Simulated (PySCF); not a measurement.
## Two-component Hartree-Fock for Ir⁶⁴⁺ (iridium, charge +64)

Start: [Ne] 3s2 3p1; 3p3/2 filled at m_j = +3/2. Calculated with PySCF 2.14 in an uncontracted even-tempered set (17 s from 21 bohr⁻², ratio 2.4; 14 p from 28 bohr⁻², ratio 2.4; 4 d from 91 bohr⁻², ratio 2.6; 4 f from 140 bohr⁻², ratio 2.6): generalised Hartree-Fock with the X2C-1e Hamiltonian and a Gaussian nucleus; one run each with spin-orbit coupling (SO) screened by Boettger's factors, then bare. This is a chosen level, not necessarily the ground level.

```json
{"spinor shell": "1s1/2", "electrons": "2", "ε, screened SO (eV)": "-82020.1", "ε, bare SO (eV)": "-82019.0", "weight of nominal j (bare SO)": "1.000", "rms radius, bare SO (bohr)": "0.0197"}
{"spinor shell": "2s1/2", "electrons": "2", "ε, screened SO (eV)": "-18741.8", "ε, bare SO (eV)": "-18741.6", "weight of nominal j (bare SO)": "1.000", "rms radius, bare SO (bohr)": "0.0783"}
{"spinor shell": "2p1/2", "electrons": "2", "ε, screened SO (eV)": "-18206.0", "ε, bare SO (eV)": "-18244.9", "weight of nominal j (bare SO)": "1.000", "rms radius, bare SO (bohr)": "0.0662"}
{"spinor shell": "2p3/2", "electrons": "4", "ε, screened SO (eV)": "-16532.3", "ε, bare SO (eV)": "-16520.5", "weight of nominal j (bare SO)": "1.000", "rms radius, bare SO (bohr)": "0.0737"}
{"spinor shell": "3s1/2", "electrons": "2", "ε, screened SO (eV)": "-7593.2", "ε, bare SO (eV)": "-7593.2", "weight of nominal j (bare SO)": "1.000", "rms radius, bare SO (bohr)": "0.188"}
{"spinor shell": "3p3/2", "electrons": "1", "ε, screened SO (eV)": "-6984.6", "ε, bare SO (eV)": "-6981.3", "weight of nominal j (bare SO)": "1.000", "rms radius, bare SO (bohr)": "0.188"}
```

```
   quantity   screened SO       bare SO
E (hartree)  -12921.83035  -12922.86554
        M_J           3/2           3/2
       ⟨J²⟩         3.750         3.750
       ⟨L²⟩         2.037         2.040
       ⟨S²⟩         0.787         0.789
```

Each row is a mean over spinors that exchange with the open shell spreads, by up to 30.054 eV (3s1/2).

Breit and QED terms are absent; they matter most for the inner s and p1/2 levels.

Densities and radii are taken from the X2C orbitals without a picture-change correction, which distorts them close to the nucleus.
